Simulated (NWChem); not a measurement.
# AlO, doublet; SMILES [O]=[Al]

```xyz
2

Al     0.0000     0.0000    -0.6293
O      0.0000     0.0000     1.0032
```
Atoms are numbered in this order, from 1.

Level: PBE0/def2-SVP, spin-unrestricted (NWChem), optimised geometry, unscaled harmonic frequencies. 

Question: List the harmonic frequencies with IR intensities, and the thermochemistry.

Answer: 
```tsv
frequency (cm⁻¹)	IR intensity (km/mol)
965	1.2
```

```json
{
  "zero_point_energy": "1.4 kcal/mol",
  "thermal correction to the enthalpy at 298.15 K (with zero-point energy)": "3.5 kcal/mol",
  "heat capacity Cv": "5.4 cal/(mol K)",
  "dipole_moment": "3.73 D"
}
```

Rigid rotor and harmonic oscillator.
